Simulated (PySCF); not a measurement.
Relaxation of singlet TlCl₂⁺

All numbers come from PySCF, PBE0, basis Tl def2-SVP with ECP60, Cl def2-SVP (scalar-relativistic core potentials, no spin–orbit coupling, density fitting). A (50,194) grid was used.

A start at the PBE0 minimum, of D∞h symmetry, held to at least that symmetry:

Coordinates in bohr (charge 1 multiplicity 1):
```
Tl    0.0000    0.0000    0.0000
Cl    4.2343    0.0000    0.0000
Cl   -4.2343    0.0000    0.0000
```

At each step, columns x, y, z (Å) and Fx, Fy, Fz (eV/Å):

```
step 0  E − E(last) = 5.98 kJ/mol
Tl   0.000   0.000   0.000   0.000   0.000   0.000
Cl   2.241   0.000   0.000   1.089   0.000   0.000
Cl  -2.241   0.000   0.000  -1.089   0.000   0.000
step 1  E − E(last) = 0.09 kJ/mol
Tl   0.000   0.000   0.000   0.000   0.000   0.000
Cl   2.293   0.000   0.000   0.122   0.000   0.000
Cl  -2.293   0.000   0.000  -0.122   0.000   0.000
step 2  E − E(last) = 0.00 kJ/mol
Tl   0.000   0.000   0.000   0.000   0.000   0.000
Cl   2.299   0.000   0.000   0.015   0.000   0.000
Cl  -2.299   0.000   0.000  -0.015   0.000   0.000
step 3  E − E(last) = 0.00 kJ/mol
Tl   0.000   0.000   0.000   0.000   0.000   0.000
Cl   2.300   0.000   0.000   0.000   0.000   0.000
Cl  -2.300   0.000   0.000   0.000   0.000   0.000
```

It ends at D∞h with Tl–Cl 2.300 Å (×2); Cl–Tl–Cl 180.0°. A frequency run shows a minimum. Other isomers or separated fragments may lie lower.

With an element this heavy the missing spin–orbit coupling can shift these numbers.
